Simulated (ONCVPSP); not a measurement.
**Ranking ONCV potentials for Sn**

All share these settings but for the change named:

```json
{
 "Element": "Sn (Z = 50)",
 "Generator": "ONCVPSP 4.0.1",
 "Type": "optimised norm-conserving Vanderbilt (ONCV)",
 "Functional": "PBEsol",
 "Relativity": "scalar-relativistic",
 "Frozen core": "[Ar] 3d10",
 "Valence charge": "22",
 "Reference configuration": "4s2 4p6 4d10 5s2 5p2",
 "Partial waves": "4s+5s: rc 1.60 bohr, ncon 4, nbas 8, qcut 7.5 1/bohr, 3 projectors, debl 1.6 Ha; 4p+5p: rc 1.75 bohr, ncon 4, nbas 7, qcut 9.9 1/bohr, 2 projectors; 4d: rc 1.40 bohr, ncon 4, nbas 8, qcut 9.6 1/bohr, 2 projectors, debl 3.5 Ha",
 "Local potential": "polynomial inside 1.00 bohr (lpopt 1, dvloc0 3 Ha)",
 "Core correction": "none"
}
```

Cutoff: the first of the cutoffs (Ha) at which the residual kinetic energy of the hardest occupied pseudo-wave falls to 1 and 0.1 mHa per electron; the density cutoff is not measured.

The base gives 38 Ha.

Of 7 variants that were run, those that failed, showed a ghost or another fault, or gave nearly equal values are left out.

A variant can come out equal or close to the base.

Question: Rank these variants from softest to hardest (loose cutoff).
A. d: rc 0.98; local potential polynomial inside 0.98 bohr (lpopt 1, dvloc0 3 Ha)
B. d: rc 1.34
C. d: rc 2.02
D. d: rc 1.72

Answer: C (29 Ha), D (33 Ha), B (39 Ha), A (45 Ha).
